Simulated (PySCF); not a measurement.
Correlation energy of Te+ (tellurium, charge +1)

[Kr] 4d10 5s2 5p3, high-spin 4S determinant. Calculation: PySCF 2.14, in aug-cc-pVQZ-DK3 (9s8p6d3f2g, 102 functions); scalar relativity by spin-free X2C-1e. Frozen: [Kr] 4d10; 5 electrons correlated.

| level | correlation energy (mhartree) |
| --- | --- |
| CCSD | -79.47 |
| (T) | -2.63 |
| CCSD(T) | -82.10 |

Diagnostics: T1 = 0.0027, D1 = 0.0064, largest double amplitude 0.036.

Cost of the coupled-cluster step: roughly 19 core-seconds, for 5 correlated electrons.
